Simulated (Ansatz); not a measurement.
C6H4F6O2Sn (`[CH3][Sn-]1[O]C(C(F)(F)F)=CC(C(F)(F)F)=[O+]1`): the same geometry under several functionals.

```yaml
crystal:
  periodic: [false, false, false]
  atoms:
    - {symbol: C, position_ang: [-1.293287, -0.673891, 2.498798]}
    - {symbol: Sn, position_ang: [0.784223, -0.010594, 2.548605]}
    - {symbol: O, position_ang: [0.310621, 1.520807, 1.025070]}
    - {symbol: C, position_ang: [0.110649, 1.347309, -0.197943]}
    - {symbol: C, position_ang: [-0.413386, 2.612031, -0.902674]}
    - {symbol: F, position_ang: [-1.564946, 2.989106, -0.350716]}
    - {symbol: F, position_ang: [0.462388, 3.604042, -0.763025]}
    - {symbol: F, position_ang: [-0.622957, 2.426513, -2.205300]}
    - {symbol: C, position_ang: [0.311377, 0.200391, -0.960752]}
    - {symbol: C, position_ang: [0.855031, -0.969229, -0.437406]}
    - {symbol: C, position_ang: [1.115699, -2.146832, -1.394503]}
    - {symbol: F, position_ang: [2.410913, -2.452086, -1.394449]}
    - {symbol: F, position_ang: [0.754267, -1.880789, -2.648991]}
    - {symbol: F, position_ang: [0.433495, -3.215507, -0.988029]}
    - {symbol: O, position_ang: [1.191825, -1.218542, 0.741730]}
    - {symbol: H, position_ang: [-1.682294, -0.693863, 1.478623]}
    - {symbol: H, position_ang: [-1.914058, -0.001015, 3.096624]}
    - {symbol: H, position_ang: [-1.374474, -1.678058, 2.923738]}
    - {symbol: H, position_ang: [0.083113, 0.235807, -2.013001]}
basis:
  gaussian: {orbitals: def2-TZVPP}
hamiltonian: {xc: {name: LC-wPBE}}
output: {orbitals: {seedname: orbitals}}
```

```sh
$ ansatz run in.yaml --threads 11 --pin off --events-out ev --progress --plain --max-ram 110592MiB --backend cuda --devices 0, --max-vram 75GiB
```

Output, abridged:

```
Functional definition: LC-wPBE
2942 factors; their error is unknown
817 factors; integrals over basis functions are off by at most 1.6e-5 eV
mean field evaluation 1: about -32497.2824 eV, gradient 9.3e1 eV
mean field evaluation 2: about -32496.4544 eV, gradient 1.0e2 eV
mean field evaluation 4: about -32511.5504 eV, gradient 5.7e0 eV
mean field evaluation 8: about -32511.6159 eV, gradient 2.3e-1 eV
mean field evaluation 16: about -32511.5567 eV, gradient 9.7e-4 eV
mean field -32511.55665022 eV, -1194.7776697711 hartree, gradient 5.6e-5 eV, S^2 0.000000; 0 other end points of the search recorded, 0 dependent functions left out
reference -32511.55665023 eV, -1194.7776697714 hartree; 66, 66 occupied and 474, 474 virtual orbitals, 2942 factors
Total energy: -32511.55665023 eV, -1194.7776697714 hartree
```

Run time 2.5 s (11 threads of an AMD EPYC 7R13 on a shared host and a whole NVIDIA H100 80 GB); peak host memory 1.3 GiB.

The same input with `hamiltonian: {xc: {name: revPBE}, dispersion: d4}` (abridged; 2.2 s):

```
Functional definition: revPBE
mean field evaluation 16: about -32518.9998 eV, gradient 9.0e-2 eV
mean field -32518.99980282 eV, -1195.0512005838 hartree, gradient 4.9e-5 eV, S^2 0.000000
Total energy: -32520.90189182 eV, -1195.1211010655 hartree
```

Changing it to `hamiltonian: {xc: {name: B2PLYP}}` (abridged; 3.7 s):

```
Functional definition: B2PLYP
mean field evaluation 16: about -32476.2655 eV, gradient 8.2e-4 eV
mean field -32476.26555020 eV, -1193.4807457664 hartree, gradient 8.3e-6 eV, S^2 0.000000
18 core orbitals not correlated: weight in the atoms' cores, before any rotation towards them, 1.000 or more for the frozen orbitals, at most 0.000 for the correlated occupied ones
second order -104.45918328 eV of doubles, -0.00000000 eV of singles
Total energy: -32504.46973674 eV, -1194.5172305044 hartree
```

Changing it to `hamiltonian: {xc: {name: BHLYP}, dispersion: d4}` (abridged; 2.3 s):

```
Functional definition: BHLYP
mean field evaluation 16: about -32512.7397 eV, gradient 4.8e-4 eV
mean field -32512.73965784 eV, -1194.8211444990 hartree, gradient 4.3e-5 eV, S^2 0.000000
Total energy: -32513.52303148 eV, -1194.8499329495 hartree
```

The same input with `hamiltonian: {xc: hse06, dispersion: d4}` (abridged; 2.5 s):

```
Functional definition: HSE06
mean field evaluation 16: about -32498.4581 eV, gradient 9.7e-4 eV
mean field -32498.45809158 eV, -1194.2963066196 hartree, gradient 2.9e-5 eV, S^2 0.000000
Total energy: -32498.97864492 eV, -1194.3154366018 hartree
```

With the line `hamiltonian: {xc: {name: BLYP}, dispersion: d4}` (abridged; 2.2 s):

```
Functional definition: BLYP
mean field evaluation 16: about -32521.1537 eV, gradient 9.8e-2 eV
mean field -32521.15375670 eV, -1195.1303569288 hartree, gradient 5.4e-5 eV, S^2 0.000000
Total energy: -32522.53822016 eV, -1195.1812350228 hartree
```

HSE06 is the plane-wave form, built on full-range PBE exchange.
